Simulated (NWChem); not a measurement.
Species: C3H5F; SMILES C/C=C\F

All runs: NWChem. Pople sets run with spherical d functions. Each level has its own optimisation; frequencies are unscaled. Brackets give each atom's bonded neighbours.

```json
[
 {"level": "BLYP/def2-SVP", "r C–C [C(CCH)–C(CHHH)] (Å)": "1.508", "r C–C [C(CCH)–C(CFH)] (Å)": "1.343", "r C–H [C(CCH)–H(C)] (Å)": "1.102", "r C–F (Å)": "1.359", "highest harmonic frequency (cm⁻¹)": "3112", "lowest (cm⁻¹)": "145", "zero-point energy (kcal/mol)": "44.0", "dipole (D)": "1.22"},
 {"level": "B3LYP/6-31G*", "r C–C [C(CCH)–C(CHHH)] (Å)": "1.501", "r C–C [C(CCH)–C(CFH)] (Å)": "1.328", "r C–H [C(CCH)–H(C)] (Å)": "…", "r C–F (Å)": "1.353", "highest harmonic frequency (cm⁻¹)": "…", "lowest (cm⁻¹)": "151", "zero-point energy (kcal/mol)": "…", "dipole (D)": "…"},
 {"level": "LDA (Slater exchange, VWN5)/def2-SVP", "r C–C [C(CCH)–C(CHHH)] (Å)": "1.481", "r C–C [C(CCH)–C(CFH)] (Å)": "1.334", "r C–H [C(CCH)–H(C)] (Å)": "1.104", "r C–F (Å)": "1.329", "highest harmonic frequency (cm⁻¹)": "3123", "lowest (cm⁻¹)": "160", "zero-point energy (kcal/mol)": "44.1", "dipole (D)": "1.12"},
 {"level": "PBE-D3(BJ)/def2-SVP", "r C–C [C(CCH)–C(CHHH)] (Å)": "1.498", "r C–C [C(CCH)–C(CFH)] (Å)": "1.342", "r C–H [C(CCH)–H(C)] (Å)": "1.102", "r C–F (Å)": "1.349", "highest harmonic frequency (cm⁻¹)": "3131", "lowest (cm⁻¹)": "148", "zero-point energy (kcal/mol)": "44.2", "dipole (D)": "1.17"}
]
```

Question: Fill in the missing entries.

Answer: 
- B3LYP/6-31G*, r C–H [C(CCH)–H(C)] (Å): 1.088
- B3LYP/6-31G*, highest harmonic frequency (cm⁻¹): 3227
- B3LYP/6-31G*, zero-point energy (kcal/mol): 45.8
- B3LYP/6-31G*, dipole (D): 1.29
